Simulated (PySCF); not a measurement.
Compound: [IrCl6]3- (charge -3 and singlet state).
Geometry (PBE0-D3(BJ)/def2-SVP, Å), atoms numbered from 1 in this order:
```
atom  x, y, z in Å
Ir1    0.0133   -0.0148   -0.0096
Cl2   -0.0028   -0.0258    2.4227
Cl3    0.0270   -0.0034   -2.4418
Cl4    2.4456    0.0081    0.0030
Cl5   -2.4189   -0.0367   -0.0246
Cl6   -0.0079    2.4175    0.0009
Cl7    0.0355   -2.4470   -0.0193
```

Method: PySCF 2.14.0, PBE0-D3(BJ)/def2-SVP geometry optimisation, gas phase, def2 core potentials past Kr.

**Question.** Which atoms are bound to Ir1, and at what distances?

**Answer.** 6 atoms: Cl3 2.432 Å, Cl6 2.432 Å, Cl7 2.432 Å, Cl5 2.432 Å, Cl2 2.432 Å, Cl4 2.432 Å.

**Question.** List the angles at Ir1.

**Answer.** 
| angle | degrees | distance of the outer atoms (Å) |
| --- | --- | --- |
| Cl6–Ir1–Cl7 | 180.0 | 4.86 |
| Cl2–Ir1–Cl3 | 179.9 | 4.86 |
| Cl4–Ir1–Cl5 | 179.9 | 4.86 |
| Cl2–Ir1–Cl4 | 90.1 | 3.44 |
| Cl3–Ir1–Cl7 | 90.0 | 3.44 |
| Cl5–Ir1–Cl6 | 90.0 | 3.44 |
| Cl4–Ir1–Cl7 | 90.0 | 3.44 |
| Cl2–Ir1–Cl6 | 90.0 | 3.44 |
| Cl5–Ir1–Cl7 | 90.0 | 3.44 |
| Cl3–Ir1–Cl6 | 90.0 | 3.44 |
| Cl3–Ir1–Cl5 | 90.0 | 3.44 |
| Cl3–Ir1–Cl4 | 90.0 | 3.44 |
| Cl2–Ir1–Cl7 | 90.0 | 3.44 |
| Cl2–Ir1–Cl5 | 90.0 | 3.44 |
| Cl4–Ir1–Cl6 | 90.0 | 3.44 |

**Question.** What is the shape at Ir1?

**Answer.** Octahedral: the three widest angles are 180.0°, 179.9° and 179.9°, the others run from 90.0° to 90.1°.

**Question.** What are the rotational constants (commonest isotopes, rigid rotor)?

**Answer.** A = 610.9, B = 610.6, C = 610.5 MHz: a spherical top.

Point group: Oh (tolerance 0.08 Å). Charge -3, singlet. Whether so highly charged an anion holds all its electrons in the gas phase wasn't checked; a finite basis holds them in any case. No counter-ion or solvent screens the charge of this multiply charged ion. The geometry's basis has no diffuse functions, a weakness for an anion. Not checked by PBE0-D3(BJ)/def2-SVP frequencies.

Time: 73 s of wall time; peak memory 0.68 GiB. Hardware: Intel Xeon Platinum 8375C at 2.90 GHz, one thread, shared host. That covers the optimisation of the geometry.
